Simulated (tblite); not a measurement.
C₃F₅ (SMILES F[C]=C(F)C(F)(F)F), doublet, geometry from GFN2-xTB; tblite with GFN1-xTB.

tblite was given this input:
```
$ tblite run mol.xyz --method gfn1 --charge 0 --spin 1 --efield 0,0,0.1 --json tblite.json --no-restart

# file mol.xyz
8

F      2.60094538     1.14283506     0.08089861
C      1.43096998     0.69793299    -0.24220788
C      0.44692092     0.10911001     0.37558517
F      0.44992855    -0.20912959     1.70017522
C     -0.83543288    -0.29579618    -0.32144863
F     -1.90245541     0.30342010     0.21057985
F     -0.79671474     0.03356214    -1.61483549
F     -1.04667580    -1.61151893    -0.25143729
```

Output, abridged:

```
xTB calculator
 | screened Coulomb repulsion
 | Coulomb electrostatics
 |  * isotropic Klopman-Ohno-Mataga-Nishimoto electrostatics
 |  * onsite third-order electrostatics
 | DFT-D3(BJ) dispersion correction
 | Interactions (1)
 | [1] electric field

halogen bonding energy    0.0000000000000E+00 Eh
repulsion energy          1.1861651554062E-01 Eh
dispersion energy        -2.1265738708840E-03 Eh
interaction energy        0.0000000000000E+00 Eh
number of electrons       4.7000000000000E+01 e
integral cutoff           1.7350510997663E+01 bohr

------------------------------------------------------------
  cycle        total energy    energy error   density error
------------------------------------------------------------
      1     -31.55170385391  -3.1668194E+01   4.2571822E-01
      2     -31.91348605464  -3.6178220E-01   2.1883423E-01
      3     -31.91548018678  -1.9941321E-03   1.0862014E-01
      4     -31.91469551086   7.8467592E-04   2.3177544E-02
      5     -31.91656960326  -1.8740924E-03   3.0945947E-03
      6     -31.91658645987  -1.6856613E-05   6.7095197E-04
      7     -31.91658764177  -1.1818981E-06   1.4557231E-04
      8     -31.91658773414  -9.2374840E-08   1.2492940E-05
------------------------------------------------------------

electronic energy        -3.2033077675812E+01 Eh
total energy             -3.1916587734142E+01 Eh

Post processing:
 | Mayer-Wiberg bond orders

[Info] JSON dump of results written to 'tblite.json'
```
